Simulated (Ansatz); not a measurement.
Total energies of PdBr₂ from Ansatz at PBE0-D4/def2-TZVP, gas phase (1 Eh = 27.2114 eV = 2625.5 kJ/mol). The reference geometry is relaxed at r2SCAN-D4/def2-TZVP.

```
atom   x (Å)   y (Å)   z (Å)
 Pd1   0.485  -0.709   0.536
 Br2  -0.471   1.285   1.170
 Br3  -0.013  -0.577  -1.706
```

| state | geometry | energy (Eh) |
| --- | --- | --- |
| charge 0 singlet | reference | -5275.65702 |
| charge 1 doublet | reference | -5275.29845 |
| charge 0 triplet | relaxed at r2SCAN-D4/def2-TZVP | -5275.65719 |
| charge 0 quintet | relaxed at r2SCAN-D4/def2-TZVP | -5275.50949 |
| free Pd atom (singlet) | – | -127.85727 |
| free Br atom (doublet) | – | -2573.81189 |

In the def2 sets Pd takes a core potential; there is no spin–orbit coupling.

Task: Work out the vertical ionisation energy to the doublet.

Result: E(charge 1 doublet) − E(charge 0 singlet) = -5275.29845 − (-5275.65702) = 0.35857 Eh = 9.76 eV. For comparison, −ε of the highest occupied level is 7.67 eV at this level, 2.09 eV less.

Task: Which of the charge 0 states is lowest, and how far above it are the others?

Result: The triplet, but by less than the method's error, so the order isn't settled. singlet: -5275.65702 − (-5275.65719) = 0.00017 Eh = 0.4 kJ/mol; quintet: -5275.50949 − (-5275.65719) = 0.14770 Eh = 387.8 kJ/mol.

Task: What is the binding energy per atom against free atoms?

Result: Atoms: 1 × (-127.85727) + 2 × (-2573.81189) = -5275.48105 Eh. Binding: -5275.48105 − (-5275.65702) = 0.17597 Eh = 4.79 eV, or 1.60 eV for each of 3 atoms (no zero-point energy, no counterpoise term).

The structure comes from a short search, and lower isomers may exist.
